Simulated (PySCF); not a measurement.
C₂H₅ClGe, SMILES C=[CH][GeH2][Cl].

Geometry: r2SCAN-D4/def2-SVP. The structure was generated by enumeration, and PubChem lists no compound with its InChIKey, so it may never have been made. The values are those of a single conformer.

Computed with r2SCAN-D4/def2-SVP in PySCF 2.14.0.

Frequencies are harmonic and unscaled.

Problem. Give all harmonic wavenumbers and intensities. (Estimate from the structure and the level; the computed values follow.)

Solution. 
| mode | ν (cm⁻¹) | IR (km/mol) | Raman (Å⁴/amu) | depolarisation | moving atoms (share of kinetic energy) |
|---|---|---|---|---|---|
| 1 | 98 | 0.1 | 5.8 | 0.75 | H 47 %, C 45 % |
| 2 | 145 | 1.9 | 2.3 | 0.68 | Cl 40 %, C 36 %, H 12 %, Ge 12 % |
| 3 | 340 | 6.8 | 2.5 | 0.59 | C 57 %, H 20 %, Ge 18 % |
| 4 | 392 | 0.0 | 9.6 | 0.75 | H 92 % |
| 5 | 416 | 41.6 | 6.5 | 0.18 | Cl 66 %, Ge 32 % |
| 6 | 573 | 42.9 | 10.5 | 0.75 | H 81 %, C 12 % |
| 7 | 588 | 11.7 | 6.6 | 0.20 | C 63 %, H 23 %, Ge 13 % |
| 8 | 684 | 25.9 | 9.2 | 0.75 | H 85 %, C 14 % |
| 9 | 770 | 137.7 | 17.6 | 0.74 | H 95 % |
| 10 | 881 | 92.4 | 32.2 | 0.60 | H 99 % |
| 11 | 978 | 23.2 | 0.2 | 0.75 | H 72 %, C 28 % |
| 12 | 995 | 9.0 | 4.6 | 0.70 | H 85 %, C 15 % |
| 13 | 1024 | 17.4 | 0.0 | – | H 95 % |
| 14 | 1262 | 4.6 | 8.3 | 0.20 | H 73 %, C 27 % |
| 15 | 1404 | 13.7 | 17.5 | 0.53 | H 85 %, C 15 % |
| 16 | 1663 | 1.7 | 11.4 | 0.08 | C 86 %, H 14 % |
| 17 | 2155 | 108.7 | 281.0 | 0.07 | H 99 % |
| 18 | 2157 | 120.3 | 123.4 | 0.75 | H 98 % |
| 19 | 3119 | 9.2 | 84.7 | 0.35 | H 95 % |
| 20 | 3136 | 5.1 | 197.9 | 0.21 | H 92 %, C 8 % |
| 21 | 3223 | 1.9 | 86.3 | 0.61 | H 89 %, C 11 % |
